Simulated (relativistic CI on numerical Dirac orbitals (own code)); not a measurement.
## Magnetism of Pr2+, 4f3, in a crystal field

Calculated by Dirac-Coulomb-Breit CI, orbitals from a KLI potential per configuration, model QED (radiative potential, 1s self-energy scaled to tabulated hydrogen-like ionisation energies), valence Slater integrals scaled by 0.85, one configuration in a parametric crystal field (own radial code).

Field parameters in Wybourne normalisation. The field is a parameter set, without covalency.

S is read from ⟨S²⟩ = S(S + 1).

Powder χT (cm³ K mol⁻¹) by Van Vleck's formula, with temperature-independent terms:

```
                                                                                                         Field    2 K    5 K   10 K   20 K  50 K  100 K  200 K  300 K
C2v, B20 = -40, B22 = 70, B40 = 280, B42 = -190, B44 = -150, B60 = -110, B62 = -120, B64 = 240, B66 = 230 cm⁻¹  0.508  0.615  0.782   1.02  1.38   1.56   1.66   1.71
  C2v, B20 = -70, B22 = 40, B40 = 580, B42 = 290, B44 = 320, B60 = 440, B62 = -200, B64 = 290, B66 = -410 cm⁻¹  0.387  0.441   0.53  0.702  1.07   1.37   1.58   1.67
                                                        D3h, B20 = -210, B40 = -260, B60 = -20, B66 = 300 cm⁻¹  0.575  0.651  0.777  0.998  1.39   1.58   1.67   1.72
                                            D4h, B20 = 1390, B40 = -720, B44 = 290, B60 = -220, B64 = 350 cm⁻¹  0.472  0.712   0.99    1.2  1.38   1.51   1.63    1.7
                                                D4h, B20 = 1100, B40 = 590, B44 = 360, B60 = 460, B64 = 0 cm⁻¹   1.29   1.29    1.3   1.33   1.4   1.51   1.64    1.7
                                             D4h, B20 = -610, B40 = -540, B44 = -280, B60 = 60, B64 = 580 cm⁻¹    0.7  0.736  0.795   0.91  1.18   1.42    1.6   1.68
```

Q: For C2v, B20 = -70, B22 = 40, B40 = 580, B42 = 290, B44 = 320, B60 = 440, B62 = -200, B64 = 290, B66 = -410 cm⁻¹: what effective moment follows at 300 K?

A: μ_eff = √(8χT) = 3.65 μB. The LS value g√(J(J + 1)) of the free ion's 4I°_9/2 level is 3.62 μB.
